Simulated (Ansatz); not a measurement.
B10P10. The state is a singlet with charge 0. Geometry PBE-D4/def2-SVP, basis def2-TZVP, Ansatz.

```xyz
20

B     0.703    2.473   -0.385
B    -0.966    1.339   -0.406
B    -1.046    0.642   -2.125
B    -1.778    0.034    0.411
B     1.884    0.580    0.926
B     1.588   -0.239   -0.700
B     1.341   -1.027    0.960
B    -0.938   -1.884    1.033
B    -1.584   -0.792   -1.400
B     1.183   -1.844   -0.695
P    -0.695    2.919    0.724
P     1.613    2.401    1.322
P     0.769    1.157   -1.736
P    -1.815   -0.643    2.183
P    -2.440    1.868   -1.757
P    -3.329   -0.087   -0.797
P     0.257   -1.591    2.491
P     3.423   -0.391    0.298
P     2.536   -2.541    0.434
P    -0.705   -2.375   -0.782
```

```tsv
run	HOMO (eV)	LUMO (eV)
A	-5.75	-4.61
B	-6.50	-4.12
C	-8.54	-2.49
D	-6.17	-4.11
E	-6.39	-4.09
F	-5.58	-4.57
```

LC-ωPBE has ω = 0.4 bohr⁻¹. B3LYP takes the VWN-RPA correlation. Single mean-field runs in def2-TZVP are fitted with def2-universal-jkfit.

The runs used B3LYP, LC-ωPBE, PBE, PBE0, r2SCAN, r2SCAN0. Estimate which is which.

A r2SCAN (0 % exact exchange); B r2SCAN0 (25 % exact exchange); C LC-ωPBE (range-separated); D B3LYP (20 % exact exchange); E PBE0 (25 % exact exchange); F PBE (0 % exact exchange). Exact exchange lowers occupied and raises empty levels; among semilocal functionals meta-GGAs tend to open the gap a little, and such runs are hard to tell apart. The gap grows from 1.01 eV (PBE) to 6.05 eV (LC-ωPBE).
